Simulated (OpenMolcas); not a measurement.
# Lines of S III: computed and rescaled rates

- Program: OpenMolcas 26.06
- Method: SS-CASPT2, IPEA 0.25 Eh, imaginary shift 0.1 Eh (closed shells correlated: 2s 2p 3s)
- Basis: ANO-R3 [6s5p4d3f1g]
- Scalar Hamiltonian: X2C, finite nucleus
- Active space: 2 electrons in 3 orbitals (3p)
- State averaging: 2S+1 = 3 even, 3 roots; 2S+1 = 1 even, 6 roots
- Spin-orbit coupling: RASSI with atomic mean-field integrals over the reference wave functions, term energies averaged over their components

Rates come from the transition moments of the reference wave functions (E1 and E2 in the length form). At fixed line strength A goes as λ^-3 for E1 and M1 and as λ^-5 for E2, so a rate at the computed wavelength can be rescaled to the measured one. Measured vacuum wavelengths follow from level energies in NIST levels in Podobedova, Kelleher and Wiese, J. Phys. Chem. Ref. Data 38, 171 (2009). Branching counts decays inside the model space alone, at computed energies, and the table is only a selection of the E2 and M1 lines, drawn from those between levels with measured partners whose computed energy lies within a factor of 1.5 of the measured one.

```json
{"Upper": "3s2 3p2 1S0", "Lower": "3s2 3p2 1D2", "Type": "E2", "λ computed (nm)": "626.1", "λ measured (nm)": "631.4", "A computed (s-1)": "2.59e+00", "A rescaled (s-1)": "2.48e+00", "Branching %": "77.9"}
{"Upper": "3s2 3p2 1S0", "Lower": "3s2 3p2 3P1", "Type": "M1", "λ computed (nm)": "374.5", "λ measured (nm)": "372.3", "A computed (s-1)": "7.20e-01", "A rescaled (s-1)": "", "Branching %": "21.7"}
{"Upper": "3s2 3p2 1D2", "Lower": "3s2 3p2 3P2", "Type": "M1", "λ computed (nm)": "976.7", "λ measured (nm)": "953.3", "A computed (s-1)": "5.28e-02", "A rescaled (s-1)": "", "Branching %": "71.9"}
{"Upper": "3s2 3p2 1D2", "Lower": "3s2 3p2 3P1", "Type": "M1", "λ computed (nm)": "931.8", "λ measured (nm)": "907.1", "A computed (s-1)": "2.03e-02", "A rescaled (s-1)": "", "Branching %": "27.6"}
{"Upper": "3s2 3p2 3P2", "Lower": "3s2 3p2 3P1", "Type": "M1", "λ computed (nm)": "20250", "λ measured (nm)": "18710", "A computed (s-1)": "1.63e-03", "A rescaled (s-1)": "2.07e-03", "Branching %": "100.0"}
{"Upper": "3s2 3p2 3P1", "Lower": "3s2 3p2 3P0", "Type": "M1", "λ computed (nm)": "36770", "λ measured (nm)": "33480", "A computed (s-1)": "3.63e-04", "A rescaled (s-1)": "4.81e-04", "Branching %": "100.0"}
```

Spin-changing lines and M1 lines between different terms are not rescaled, since their strength hangs on the term gaps too.

The largest correction is for 3s2 3p2 3P1 → 3s2 3p2 3P0 (M1): 3.63e-04 × (36770 / 33480)^3 = 4.81e-04 s-1, a factor of 1.32.

The computed rate and branching of 3s2 3p2 3P1 → 3s2 3p2 3P0 give the upper level a radiative lifetime of 1.000 / 3.63e-04 s-1 = 2.75e+03 s, counting decays inside the model space alone. The rescaled rate gives about 2.1e+03 s.

No measured rate stands beside these. Rescaling mends the energy factor alone: line strengths can still be far off where a level mixes with configurations outside the active space, and weak or spin-changing lines hang on small mixing coefficients that depend on the term gaps too, so rescaling need not improve them.

CASPT2 breaks the degeneracy within a term, and the mean is taken; among the terms shown or strongly mixed into the levels shown the widest spread is 120 cm-1 (3s2 3p2 1D). With the s shell closed, the reference lacks s² → p² mixing. Computed and measured levels are paired by configuration, term and J; levels that our copy of the source lacks, or whose pairing is in doubt (as where it misses far off the trend of its configuration), stay unpaired. Levels of configurations outside the active space are missing.
